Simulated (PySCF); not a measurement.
Stretching CaZn⁺

Set-up: Ca pcseg-1, Zn pcseg-1; no relativity (PySCF 2.14). Energies in eV from Ca⁺ + Zn in their ground configurations at the same level. State: ²Σ⁺ (doublet), unpaired electrons σ ↑.

```json
{"R (Å)": "2.791", "PBE0": "-0.3280", "ROHF-SCS-MP2": "-0.1110"}
{"R (Å)": "2.921", "PBE0": "-0.4540", "ROHF-SCS-MP2": "-0.2606"}
{"R (Å)": "3.050", "PBE0": "-0.5226", "ROHF-SCS-MP2": "-0.3478"}
{"R (Å)": "3.148", "PBE0": "-0.5466", "ROHF-SCS-MP2": "-0.3833"}
{"R (Å)": "3.245", "PBE0": "-0.5532", "ROHF-SCS-MP2": "-0.3997"}
{"R (Å)": "3.342", "PBE0": "-0.5468", "ROHF-SCS-MP2": "-0.4019"}
{"R (Å)": "3.472", "PBE0": "-0.5239", "ROHF-SCS-MP2": "-0.3889"}
{"R (Å)": "3.634", "PBE0": "-0.4806", "ROHF-SCS-MP2": "-0.3566"}
{"R (Å)": "3.829", "PBE0": "-0.4182", "ROHF-SCS-MP2": "-0.3063"}
{"R (Å)": "4.089", "PBE0": "-0.3317", "ROHF-SCS-MP2": "-0.2362"}
```

Problem. Put a parabola through the three lowest points of the PBE0 curve and estimate Re, k and ωe (reduced mass 24.59 u; 1 eV/Å² = 0.16022 mdyn/Å; ωe = 1302.8·√(k/μ) cm⁻¹).

Solution. Through R = 3.148, 3.245, 3.342 Å the second-order coefficient is 0.691 eV/Å², so Re ≈ 3.246 Å, k ≈ 0.221 mdyn/Å and ωe ≈ 124 cm⁻¹. A polynomial fit of higher order to the unrounded PBE0 energies gives Re = 3.241 Å, k = 0.222 mdyn/Å, ωe = 124 cm⁻¹; anharmonicity and rounding make the difference.

The higher-order fit for each curve: PBE0: Re = 3.241 Å, ωe = 124 cm⁻¹, De = 0.55 eV; ROHF-SCS-MP2: Re = 3.310 Å, ωe = 116 cm⁻¹, De = 0.402 eV.

Correlated steps freeze 10 core orbitals. Correlated levels converge slowly with the basis: in double zeta they bind strong bonds too weakly, by up to about 1 eV, and carry superposition errors of some tenths. For an ion De counts to the pair picked by the measured ionisation energies or electron affinities, which need not be the lowest pair at this level. The state is the lowest determinant that a PBE0 search found; another state may lie lower at other levels.
